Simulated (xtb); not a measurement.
C$_{5}$H$_{11}$Si (SMILES C=[C][Si](C)(C)C), doublet, from a rough starting geometry; GFN2-xTB run with xtb 6.7.1.

The xtb input:
```
$ xtb mol.xyz --gfn 2 --uhf 1 --opt vtight --json

# file mol.xyz
17

C      2.24522937     1.85146109    -0.30526041
C      1.10423262     1.24251574    -0.15550704
Si    -0.18903970    -0.10913044     0.04053551
C     -0.60929501    -0.18664861     1.93373955
C     -1.73687225     0.29571609    -0.98140063
C      0.44930615    -1.69197411    -0.57444767
H      2.18156916     2.99612637    -0.41462023
H      3.13699822     1.39560170    -0.50818950
H     -1.29317087    -1.08807570     2.12073186
H     -1.14489693     0.64699595     2.18835959
H      0.24994459    -0.37613219     2.47152815
H     -2.17085605     1.25253721    -0.60525661
H     -1.46494375     0.50411077    -2.03211923
H     -2.52180480    -0.39248669    -0.94446410
H      1.43027988    -1.98220442    -0.18054724
H     -0.20400882    -2.56045655    -0.30912908
H      0.49940045    -1.78534994    -1.67863179
```

Write the output that xtb gives for this input, abridged.


```
   ID    Z sym.   atoms
    1    6 C      1, 2, 4-6
    2   14 Si     3
    3    1 H      7-17

           -------------------------------------------------
          |                Calculation Setup                |
           -------------------------------------------------

           -------------------------------------------------
          |                 G F N 2 - x T B                 |
           -------------------------------------------------

          ...................................................
          :                      SETUP                      :
          :.................................................:
          :  # basis functions                  41          :
          :  # atomic orbitals                  40          :
          :  # shells                           24          :
          :  # electrons                        35          :
          :  max. iterations                   250          :
          :  Hamiltonian                  GFN2-xTB          :
          :  restarted?                      false          :
          :  GBSA solvation                  false          :
          :  PC potential                    false          :
          :  electronic temp.          300.0000000     K    :
          :  accuracy                    1.0000000          :
          :  -> integral cutoff          0.2500000E+02      :
          :  -> integral neglect         0.1000000E-07      :
          :  -> SCF convergence          0.1000000E-05 Eh   :
          :  -> wf. convergence          0.1000000E-03 e    :
          :  Broyden damping             0.4000000          :
          :  net charge                          0          :
          :  unpaired electrons                  1          :
          ...................................................

 iter      E             dE          RMSdq      gap      omega  full diag
   1    -18.1280147 -0.181280E+02  0.489E+00    2.48       0.0  T
   2    -18.1775986 -0.495839E-01  0.278E+00    2.29       1.0  T
   3    -18.1581556  0.194430E-01  0.147E+00    2.32       1.0  T
   4    -18.1910140 -0.328584E-01  0.410E-01    2.37       1.0  T
   5    -18.1918576 -0.843604E-03  0.340E-01    2.28       1.0  T
   6    -18.1923343 -0.476699E-03  0.216E-01    2.33       1.0  T
   7    -18.1923637 -0.293375E-04  0.856E-02    2.32       1.0  T
   8    -18.1923883 -0.246548E-04  0.452E-02    2.33       1.0  T
   9    -18.1923901 -0.178867E-05  0.139E-02    2.33       1.8  T
[...]
 * total energy  :   -17.8993265 Eh     change       -0.4455210E-05 Eh
 * total energy  :   -17.8993274 Eh     change       -0.8983532E-06 Eh
 * total energy  :   -17.8993285 Eh     change       -0.1092502E-05 Eh
 * total energy  :   -17.8993304 Eh     change       -0.1907665E-05 Eh
 * total energy  :   -17.8993313 Eh     change       -0.9025020E-06 Eh
 * total energy  :   -17.8993325 Eh     change       -0.1167968E-05 Eh
 * total energy  :   -17.8993329 Eh     change       -0.3997507E-06 Eh
 * total energy  :   -17.8993330 Eh     change       -0.1488084E-06 Eh
 * total energy  :   -17.8993331 Eh     change       -0.1422627E-06 Eh
 * total energy  :   -17.8993333 Eh     change       -0.1876328E-06 Eh
 * total energy  :   -17.8993335 Eh     change       -0.1460051E-06 Eh
 * total energy  :   -17.8993336 Eh     change       -0.9892042E-07 Eh
   *** GEOMETRY OPTIMIZATION CONVERGED AFTER 35 ITERATIONS ***
         :: total energy             -17.899333577998 Eh    ::
[...]

Wiberg/Mayer (AO) data.
largest (>0.10) Wiberg bond orders for each atom

 ---------------------------------------------------------------------------
     #   Z sym  total        # sym  WBO       # sym  WBO       # sym  WBO
 ---------------------------------------------------------------------------
     1   6 C    3.992 --     2 C    2.100     7 H    0.925     8 H    0.908
     2   6 C    3.416 --     1 C    2.100     3 Si   1.066
     3  14 Si   3.761 --     2 C    1.066     4 C    0.874     5 C    0.874
                             6 C    0.853
     4   6 C    3.978 --    11 H    0.995    10 H    0.994     9 H    0.991
                             3 Si   0.874
     5   6 C    3.978 --    13 H    0.995    12 H    0.994    14 H    0.991
                             3 Si   0.874
     6   6 C    3.978 --    17 H    0.994    15 H    0.994    16 H    0.986
                             3 Si   0.853
     7   1 H    0.993 --     1 C    0.925
     8   1 H    0.991 --     1 C    0.908
     9   1 H    0.999 --     4 C    0.991
    10   1 H    0.999 --     4 C    0.994
    11   1 H    1.000 --     4 C    0.995
    12   1 H    0.999 --     5 C    0.994
    13   1 H    1.000 --     5 C    0.995
    14   1 H    0.999 --     5 C    0.991
    15   1 H    1.000 --     6 C    0.994
    16   1 H    0.999 --     6 C    0.986
    17   1 H    1.000 --     6 C    0.994
 ---------------------------------------------------------------------------

Topologies differ in total number of bonds
Writing topology from bond orders to xtbtopo.mol

molecular dipole:
                 x           y           z       tot (Debye)
 q only:        0.321       0.163      -0.086
   full:        0.224      -0.098      -0.106       0.677
molecular quadrupole (traceless):
                xx          xy          yy          xz          yz          zz
 q only:        1.178       1.962       0.543      -0.760      -0.200      -1.721
  q+dip:        2.694       3.603       0.638      -1.702      -0.392      -3.333
   full:        2.057       2.243      -0.092      -1.167      -0.369      -1.964

optimized geometry written to: xtbopt.xyz

           -------------------------------------------------
          | TOTAL ENERGY              -17.899333577998 Eh   |
          | GRADIENT NORM               0.000062100007 Eh/α |
          | HOMO-LUMO GAP               2.500016935217 eV   |
           -------------------------------------------------

normal termination of xtb
```
